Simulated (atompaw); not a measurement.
Plane-wave convergence, PAW (atompaw) potential for Os

atompaw 4.2.0.5 input, output lines left out:

```
Os 76
LDA-PW scalarrelativistic loggrid 2001 logderivrange -6 5 276
6 6 5 4 0 0
6 0 1
6 1 1
5 2 6
0 0 0
c
c
c
c
c
v
c
c
c
v
v
c
c
v
c
2
2.35 2.25 1.75 2.00
y
1.9
n
n
y
0.2
n
custom rrkj gramschmidtortho besselshape
3 0.5 vpsmatchnc
2.35
2.35
1.75
2.35
2.25
2.35
```

The pseudo-atom Hamiltonian at the reference potential is diagonalised in spherical Bessel functions j_l(qr) that vanish at 20 bohr, with q² up to the cutoff. All-electron valence levels (Ry): 6s -0.5587, 5p -3.8839, 6p -0.1679, 5d -0.5960.

Q: How do the lowest levels (Ry) of each channel move with the cutoff, and are there ghosts?

A:

```csv
cutoff (Ry),s #1,s #2,s #3,p #1,p #2,p #3,d #1,d #2,f #1,Σ f·Δε (mRy)
8,-28.7244,-0.5583,-0.0310,-0.1741,0.0238,0.1381,-0.3706,0.0389,0.0938,23617.9
12,-46.9149,-0.5585,-0.0311,-2.8668,-0.1678,0.0250,-0.5700,0.0364,0.0938,6259.4
18,-51.8470,-0.5587,-0.0311,-3.8121,-0.1679,0.0250,-0.5937,0.0360,0.0938,445.3
25,-52.5054,-0.5587,-0.0311,-3.8818,-0.1679,0.0250,-0.5949,-0.5194,0.0938,19.4
30,-52.7796,-0.5587,-0.0311,-3.8831,-0.1679,0.0250,-0.5958,-0.5299,0.0938,6.1
40,-52.9481,-0.5587,-0.0311,-3.8835,-0.1679,0.0250,-0.6603,-0.5959,0.0938,3.2
50,-52.9940,-0.5587,-0.0311,-3.8838,-0.1679,0.0250,-0.7426,-0.5960,0.0938,0.5
60,-53.0539,-0.5587,-0.0311,-3.8838,-0.1679,0.0250,-0.7682,-0.5960,0.0938,0.4
400,-53.0676,-5.0576,-0.5587,-3.8839,-0.1679,0.0249,-0.8013,-0.5960,0.0938,0.0
```

Result: ghost states, extra bound levels that the all-electron valence spectrum of the same l lacks: s at -722.0 eV, s at -68.8 eV, d at -10.9 eV (a true bound ghost makes a file unfit for plane-wave use); 10 mRy is reached at 30 Ry and 1 mRy at 50 Ry.
